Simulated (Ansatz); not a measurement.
The input (input.yaml):

```yaml
crystal:
  periodic: [false, false, false]
  atoms:
    - { symbol: Sn, position_ang: [-0.175656, -0.2134, -0.045611] }
    - { symbol: O, position_ang: [0.096963, -0.351521, 1.862733] }
    - { symbol: H, position_ang: [-0.586783, -0.054256, 2.444769] }
    - { symbol: O, position_ang: [1.56372, -0.230383, -0.885494] }
    - { symbol: H, position_ang: [2.315765, -0.390088, -0.333601] }
    - { symbol: O, position_ang: [-1.138442, 1.425504, -0.403819] }
    - { symbol: H, position_ang: [-1.488489, 1.577259, -1.269095] }
    - { symbol: Cl, position_ang: [-1.422979, -1.995215, -0.865082] }
basis:
  gaussian: { orbitals: def2-SVP }
hamiltonian:
  xc: hf
md:
  timestep: 0.5
  n_steps: 150
  ensemble: nvt_langevin
  temperature: 400.0
  initial_velocities: maxwell_boltzmann
  seed: 30421
  friction: 0.02
```

Command:

```bash
$ ansatz run input.yaml --threads 1 --pin off --max-ram 2048MiB --backend cpu --events-out ev --progress --plain --runs-dir out
```

Hardware: 1 thread of Intel(R) Xeon(R) Platinum 8259CL CPU @ 2.50GHz (Skylake/Cascade Lake), with other jobs on the host.

Roughly how long does this run take, and how much memory?

11 min, with a peak of 0.24 GiB, for 151 ionic steps.
